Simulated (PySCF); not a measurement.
# Electron correlation in Mg (magnesium, neutral)

[Ne] 3s2, closed-shell 1S. Calculation: PySCF 2.14, in aug-cc-pCVDZ; the non-relativistic Hamiltonian (point nucleus). Frozen: 1s2; 10 electrons correlated.

| level | correlation energy (mhartree) |
| --- | --- |
| CCSD | -201.91 |
| (T) | -0.94 |
| CCSD(T) | -202.85 |
| CCSDT | -202.85 |

Diagnostics: T1 = 0.0079, D1 = 0.0243, largest double amplitude 0.089.

Cost of the coupled-cluster step: roughly 0.3 core-seconds, for 10 correlated electrons.
